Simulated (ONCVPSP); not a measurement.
## Before and after: ONCV potential for H

hydrogen, optimised norm-conserving Vanderbilt (ONCV), made with ONCVPSP 4.0.1 (PBE, scalar-relativistic). Core none, reference 1s0.5 (charge +0.5). Waves: 1s: rc 0.85 bohr, ncon 4, nbas 8, qcut 6.6 1/bohr, 3 projectors, debl 2.7 Ha; p scattering state at 0.3 Ha: rc 0.95 bohr, ncon 4, nbas 7, qcut 7.6 1/bohr, 2 projectors, debl 3.4 Ha. Local part: polynomial inside 0.85 bohr (lpopt 5, dvloc0 4 Ha). Core correction: none.

Change: s: qcut 8.

Cutoffs: the cutoffs (Ha) at which the residual kinetic energy of the hardest occupied pseudo-wave falls to 1 and 0.1 mHa per electron; they do not see the model core or the augmentation charge, which bear on the density cutoff. Errors are all-electron minus pseudo energies relative to the spin-unpolarised reference configuration.

What does the change do?

The potential gets neither clearly harder nor softer (21 Ha and 121 Ha → 23 Ha and 35 Ha); neither file shows a bound ghost.

| quantity | base | changed |
| --- | --- | --- |
| cutoff, loose | 21 Ha | 23 Ha |
| cutoff, tight | 121 Ha | 35 Ha |
| bound ghosts | none | none |
| GHOST(+) flags under 300 eV | none | none |
| error for 1s1, meV [ΔE -4.76 eV] | +0.7 | +0.5 |
| s: phases at 0.86 bohr within 0.05 rad from the reference energy up to (Ha; the scan ends near 5) | to the end of the scan | to the end of the scan |
| p: phases at 0.96 bohr within 0.05 rad from the reference energy up to (Ha; the scan ends near 5) | to the end of the scan | to the end of the scan |
